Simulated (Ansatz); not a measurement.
GeS, singlet, geometry from GFN2-xTB; HF/STO-3G (Ansatz, an electronic-structure program).

Input for Ansatz:
Ansatz 0.2 input:
```yaml
crystal:
  periodic: [false, false, false]
  atoms:
    - {symbol: Ge, position_ang: [-0.00000000, -0.00000000, -0.67834772]}
    - {symbol: S, position_ang: [0.00000000, 0.00000000, 1.35669544]}
basis:
  gaussian:
    orbitals: STO-3G
hamiltonian:
  xc: hf
scf: {lower_state_search: off}
```

### Question
Predict the main parts of the log of this Ansatz run.

### Answer

```
Functional definition: HF
these checks for a lower state are left out or cut short: stability, starts, cluster_reference, orbital_swaps, neighbouring_geometries, increment
269 factors; integrals over basis functions are off by at most 1.1e-5 eV
mean field evaluation 1: about -66526.6773 eV, gradient 2.1e1 eV
mean field evaluation 2: about -66526.6856 eV, gradient 2.1e1 eV
mean field evaluation 4: about -66529.1960 eV, gradient 1.4e0 eV
mean field evaluation 8: about -66529.2064 eV, gradient 5.8e-3 eV
mean field -66529.20637142 eV, -2444.9032390339 hartree, gradient 2.1e-6 eV, S^2 0.000000; 0 other end points of the search recorded, 0 dependent functions left out
reference -66529.20637142 eV, -2444.9032390339 hartree; 24, 24 occupied and 3, 3 virtual orbitals, 269 factors
Total energy: -66529.20637142 eV, -2444.9032390339 hartree
Checks for a lower state left out: stability, starts, cluster_reference, orbital_swaps, neighbouring_geometries, increment
```
